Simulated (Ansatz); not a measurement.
`C#CCCC(F)(F)C(F)(F)C(F)(F)C(F)(F)C(F)(F)C(F)(F)C(F)(F)C(F)(F)F`, relaxed as a singlet with RKS PBE-D4/def2-SVP in Ansatz, starting from the GFN2-xTB geometry. Force threshold 0.03 eV/Å.

Single mean-field runs in def2-SVP are fitted with def2-universal-jkfit.

Start:

```tsv
atom	x (Å)	y (Å)	z (Å)
C1	6.019	2.859	0.949
C2	5.104	2.146	0.657
C3	3.990	1.294	0.285
C4	3.323	1.840	-0.984
C5	2.350	0.878	-1.656
F6	2.951	-0.279	-2.017
F7	1.902	1.441	-2.805
C8	1.109	0.514	-0.781
F9	0.527	1.655	-0.359
F10	1.520	-0.148	0.320
C11	0.053	-0.397	-1.481
F12	0.505	-1.662	-1.457
F13	-0.108	-0.063	-2.769
C14	-1.377	-0.363	-0.840
F15	-1.901	0.863	-0.989
F16	-2.140	-1.204	-1.561
C17	-1.458	-0.781	0.659
F18	-0.893	-1.984	0.831
F19	-0.765	0.096	1.405
C20	-2.906	-0.799	1.255
F21	-2.778	-1.086	2.564
F22	-3.428	0.435	1.177
C23	-3.916	-1.798	0.612
F24	-3.301	-2.918	0.200
F25	-4.480	-1.221	-0.460
C26	-5.054	-2.197	1.608
F27	-5.544	-1.130	2.227
F28	-4.603	-3.044	2.524
F29	-6.043	-2.785	0.951
H30	6.824	3.473	1.220
H31	4.362	0.281	0.105
H32	3.283	1.262	1.117
H33	4.089	2.056	-1.735
H34	2.784	2.765	-0.773
```

```
step  energy (eV)  largest force component (eV/Å)  SCF passes
   1  -58607.7000                           2.184          19
   2  -58607.9268                           0.326          21
   3  -58607.9576                           0.078          20
   4  -58607.9638                           0.050          20
   5  -58607.9728                           0.112          19
   6  -58607.9770                           0.087          19
   7  -58607.9817                           0.070          19
   8  -58607.9840                           0.150          19
   9  -58607.9864                           0.105          21
  10  -58607.9889                           0.040          20
  11  -58607.9896                           0.027          19
  12  -58607.9898                           0.017          20
```

Force components are those of the run's own axes.

End:

Cartesian coordinates in Å:
```
C 6.241 2.747 0.938
C 5.348 2.013 0.543
C 4.270 1.157 0.056
C 3.333 1.904 -0.914
C 2.290 1.041 -1.617
F 2.844 -0.134 -2.052
F 1.831 1.718 -2.711
C 1.044 0.690 -0.741
F 0.354 1.839 -0.527
F 1.475 0.211 0.461
C 0.096 -0.391 -1.360
F 0.659 -1.607 -1.182
F -0.035 -0.157 -2.689
C -1.383 -0.453 -0.812
F -2.024 0.686 -1.154
F -1.955 -1.496 -1.469
C -1.559 -0.694 0.718
F -0.900 -1.820 1.070
F -1.019 0.361 1.382
C -3.040 -0.787 1.248
F -2.923 -1.010 2.584
F -3.638 0.409 1.054
C -3.957 -1.902 0.648
F -3.246 -3.040 0.466
F -4.440 -1.473 -0.541
C -5.184 -2.252 1.556
F -5.802 -1.129 1.960
F -4.796 -2.953 2.629
F -6.049 -2.991 0.846
H 7.036 3.387 1.295
H 4.699 0.275 -0.467
H 3.696 0.758 0.917
H 3.928 2.358 -1.733
H 2.807 2.736 -0.404
```

By distances, no bond broke or formed. The bond that changes most is C1–H30, from 1.05 to 1.08 Å (atoms count from 1).

The force fell under the threshold at step 11, but the optimiser went on. No frequencies were taken in this run, so the end may be a saddle point.

Run time 26 s (2 threads of AMD EPYC 7R13 on a shared host and a share (18 GiB) of an NVIDIA H100 80GB HBM3).
